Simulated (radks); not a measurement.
The copper ion Cu+, [Ar] 3d10. Method: non-relativistic Kohn-Sham, exchange-only LDA, spin-polarised, spherical densities, point nucleus; computed with a radial shooting solver on a logarithmic mesh with Libxc functionals. Every spin shell is full or empty, so the densities are truly spherical. Functionals are evaluated on that one density, not self-consistently. Rank these orbital-free kinetic functionals by their error against the exact value of the orbitals, and give that value: Thomas-Fermi, von Weizsacker, TF + vW, TF + vW/9, TF + vW/5, APBEK, revAPBEK, Perdew 92, Thakkar, Pearson, LKT, DePristo-Kress, Ernzerhof.

Answer. Exact: 1634.96 hartree. From best to worst, with 100 (|E| - |E exact|)/|E exact| (equal figures are ties): APBEK -0.07, revAPBEK +0.17, DePristo-Kress -0.25, Ernzerhof -0.53, Thakkar -0.60, Perdew 92 -0.92, TF + vW/9 -0.93, Pearson -1.37, TF + vW/5 +3.51, Thomas-Fermi -6.47, LKT +23.59, TF + vW +43.41, von Weizsacker -50.12.
